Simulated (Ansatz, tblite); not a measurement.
Cost and result up the ladder for the cluster Be₂O₃ (the lowest singlet isomer of a short search) (5 atoms). Total charge 0; singlet. Geometry: PBE-D4/def2-TZVP.

```xyz
5

Be    0.0127   -1.0132    0.2799
Be   -0.3263    0.5826   -0.8119
O    -0.6068   -0.8322   -1.0280
O     0.5926    0.0083    1.2063
O     0.3278    1.2545    0.3537
```

Ansatz on 4 threads of Arm Neoverse V1 on a shared host; xTB runs through tblite on one thread. Times are rough, summed over both states, and most runs start from the orbitals of an earlier one. PBE0-D4/def2-TZVP serves as the yardstick here, not as an exact answer. The other state is a doublet.

The xTB rows come from tblite. The structure holds 1 bond(s) between oxygen atoms. The structure comes from a short search, and lower isomers may exist.

Run but left out: HF/def2-TZVPP (charge +1 doublet: a determinant that CCSD turns far, T1 0.067); PBE-D4/def2-TZVP (charge +1 doublet: an occupied level 0.02 eV above an empty one); MP2/def2-TZVPP (charge +1 doublet: ⟨S²⟩ 0.90, where a pure state has 0.75).

Raw xTB energies of ions are shifted by several eV.

```csv
level,functions,vertical IE (eV),difference from PBE0-D4/def2-TZVP (eV)
GFN1-xTB,20,16.04,6.08
GFN2-xTB,20,16.55,6.60
r2SCAN-D4/def2-TZVP,131,9.81,-0.14
PBE0-D4/def2-TZVP,131,9.95,0.00
```

(1) Estimate how long each takes.

Results:

(1) GFN2-xTB 0.005 s; GFN1-xTB 0.006 s; PBE0-D4/def2-TZVP 2.4 s; r2SCAN-D4/def2-TZVP 4.5 s. On shared hardware such times vary by a factor of up to 3.
